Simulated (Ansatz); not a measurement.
Ansatz (a program for electronic structure) input:
A basis named .json is the Basis Set Exchange file of that set.

Ansatz 0.2 input:
```yaml
crystal:
  periodic: [false, false, false]
  atoms:
    - {symbol: La, position_ang: [1.00962381, 0.08757299, -0.02854715]}
    - {symbol: I, position_ang: [-0.75828555, 1.91921352, -1.56982251]}
    - {symbol: I, position_ang: [-0.32753628, -2.01339579, 1.60052416]}
basis:
  gaussian:
    orbitals: def2-TZVPPD.json
    fitting: {mean_field: def2-universal-jkfit, correlation: def2-TZVPPD-RIFIT.json}
total_charge: -1
magnetization: {spin_polarized: true, initial_magnetization: 2}
correlation: {method: mp2, electrons: outside_noble_gas}
```

Q: Predict the final energy.

A: -624.98833 Eh (RI-MP2/def2-TZVPPD). The basis has 177 functions.

This state (charge -1, triplet) is run at the relaxed geometry of the species with charge 0 and multiplicity 2.
